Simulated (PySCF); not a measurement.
# How methods differ on the excitation energy of C²⁺

C²⁺ [He] 2s2 (1S) → C²⁺ [He] 2s1 2p1 (3P), as a difference of total energies. All numbers are calculated (PySCF 2.14, no relativity, point nucleus, in aug-cc-pwCVTZ (7s6p4d2f, 59 functions)). Correlated levels: valence: 1s2 frozen; valence and next inner shell: nothing frozen. The calculations carry no spin-orbit coupling.

```tsv
method	excitation energy (cm⁻¹)
UHF	37618
LDA	46171
PBE	45330
PBE0	44883
r2SCAN	40928
PBEsol	45240
PW91	45162
M06-2X	51545
wB97M-V	50348
MP2 (valence)	46619
SCS-MP2 (valence)	49129
MP2 (valence and next inner shell)	46570
SCS-MP2 (valence and next inner shell)	49130
```

A first-order spin-orbit estimate (lowest level to lowest level, LS coupling) adds -0.006 eV.
